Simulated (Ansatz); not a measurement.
## Abstraction of H: GeH2F2 + CH7O2Si2 → GeHF2 + CH8O2Si2

Species: GeH2F2 `[F][GeH2][F]`, singlet; CH7O2Si2 `O[SiH]C[SiH2]O`, doublet; GeHF2 `[F][GeH][F]`, doublet; CH8O2Si2 `O[SiH2]C[SiH2]O`, singlet. A radical takes H: the energy is the difference in strength between the Ge–H bond broken and the Si–H bond made.

Shapes, held fixed at every level: PBE0-D4/def2-TZVP. Flexible molecules stand in one conformer, not always the lowest. Programs: Ansatz 0.2.0. Electronic energies: no zero-point or thermal term.

| level | kind | ΔE (kJ/mol) | less CCSD(T)/def2-TZVPP |
| --- | --- | --- | --- |
| HF/def2-TZVPP | Hartree–Fock | -38.4 | +1.4 |
| r2SCAN-D4/def2-TZVPP | meta-GGA | -44.1 | -4.3 |
| PBE0-D4/def2-TZVPP | global hybrid | -43.0 | -3.2 |
| wB97X-V/def2-TZVPP | range-separated hybrid | -47.0 | -7.2 |
| B2PLYP/def2-TZVPP | double hybrid | -46.3 | -6.5 |
| CCSD/def2-TZVPP | coupled cluster or CI | -39.1 | +0.7 |
| CCSD(T)/def2-TZVPP | coupled cluster or CI | -39.8 | 0.0 |

The highest level, CCSD(T)/def2-TZVPP, gives ΔE = -39.8 kJ/mol; the levels span -47.0 to -38.4. The column of differences is taken from that level and isn't an error. No measured value is set beside it here. Open shells run unrestricted. Relativity is left out for Ge. Outer-core shells of Ge are correlated, in sets that cover them unevenly.
